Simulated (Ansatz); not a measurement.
The cluster Si₈H₈⁺, 16 atoms. Hardware: 4 threads of Arm Neoverse V1 on a shared host.

Correlated methods freeze 40 core orbitals.

**Question.** How many basis functions does each of these Ansatz runs have, and roughly what does it cost? PBE0-D4/def2-SVP, charge 1 doublet, energy, from earlier orbitals; PBE0-D4/def2-TZVP, charge 0 triplet at the geometry of the charge 1 doublet, energy; PBE-D4/def2-TZVP, charge 1 doublet, energy, from earlier orbitals; PBE0-D4/def2-TZVP, charge 0 singlet at the geometry of the charge 1 doublet, energy; LC-ωPBE/def2-TZVP, charge 1 doublet, energy, from earlier orbitals; B3LYP-D4/6-31G, charge 1 doublet, energy; PBE-D4/def2-SVP, charge 1 doublet, energy, from earlier orbitals; BLYP-D4/def2-TZVP, charge 1 doublet, energy, from earlier orbitals; HF/6-31G, charge 1 doublet, energy; RPA@PBE/def2-SVP, charge 1 doublet, energy, from earlier orbitals; PBE-D4/def2-TZVP, charge 0 singlet at the geometry of the charge 1 doublet, energy, from earlier orbitals; BLYP-D4/def2-TZVP, charge 0 singlet at the geometry of the charge 1 doublet, energy, from earlier orbitals.

**Answer.** Other jobs shared the machine, so times can vary by a factor of up to 3. A dash marks memory too small to be measured apart from the calling script's.

```
                                                                                                       run  functions  fitting or Cholesky vectors  wall time  peak host memory (GiB)
                                                                        HF/6-31G, charge 1 doublet, energy        120                         1376      3.4 s                       –
                                                                  B3LYP-D4/6-31G, charge 1 doublet, energy        120                         1376        8 s                       –
                                          PBE-D4/def2-SVP, charge 1 doublet, energy, from earlier orbitals        184                         2032      8.5 s                       –
 PBE-D4/def2-TZVP, charge 0 singlet at the geometry of the charge 1 doublet, energy, from earlier orbitals        344                         2368      9.5 s                    0.86
BLYP-D4/def2-TZVP, charge 0 singlet at the geometry of the charge 1 doublet, energy, from earlier orbitals        344                         2368       10 s                    0.86
                                         RPA@PBE/def2-SVP, charge 1 doublet, energy, from earlier orbitals        184                         1751       12 s                       –
                                         PBE0-D4/def2-SVP, charge 1 doublet, energy, from earlier orbitals        184                         1751       13 s                    0.86
                                         PBE-D4/def2-TZVP, charge 1 doublet, energy, from earlier orbitals        344                         2368       19 s                    0.98
                                        BLYP-D4/def2-TZVP, charge 1 doublet, energy, from earlier orbitals        344                         2368       21 s                    0.98
                       PBE0-D4/def2-TZVP, charge 0 singlet at the geometry of the charge 1 doublet, energy        344                         2496       21 s                     2.3
                                        LC-ωPBE/def2-TZVP, charge 1 doublet, energy, from earlier orbitals        344                         2368       35 s                     1.8
                       PBE0-D4/def2-TZVP, charge 0 triplet at the geometry of the charge 1 doublet, energy        344                         2496       71 s                     2.5
```
